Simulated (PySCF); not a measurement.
**Predicted spectroscopic data**

PySCF calculation with shielding tensors at PBE0/pcSseg-1 (GIAO) and structure optimised with GFN2-xTB; in vacuum, non-relativistic Hamiltonian, a single conformation, rapidly exchanging positions averaged.

δ = σ(ref) − σ, references computed at the same level: TMS for 1H, 13C. Splittings of carbon signals by F and P are missing where no couplings were computed. Where no couplings were computed, multiplicities follow the n + 1 count of equivalent neighbours, and m marks all less simple cases (inequivalent or close neighbours, rings, F or P nearby). Shifts are as computed. Against solution values, carbons near 30 ppm lie about +3 ppm off and those near 130 ppm about +5 ppm. Of 1309 compounds with measured shifts, 239 miss one by over three times the rms of a fit or turn the order of signals round; such compounds aren't used in these exercises.

**1.** SMILES C1C=C(C=C(F)F)C1, C6H6F2. 1H NMR (500 MHz, computed): δ 6.26 (t, 1H), 5.19 (m, 1H), 2.80 (m, 2H), 2.58 (m, 2H). 13C{1H} NMR (computed): δ 172.9, 145.8, 139.8, 84.8, 32.2, 30.5.

**2.** `C/C(F)=C1/C=C(F)C1`, C6H6F2. 1H NMR (500 MHz, computed): δ 5.55 (m, 1H), 3.26 (m, 2H), 2.03 (m, 3H). 13C{1H} NMR (computed): δ 167.6 (C), 155.9 (C), 115.4 (CH), 111.1 (C), 40.8 (CH2), 18.0 (CH3).
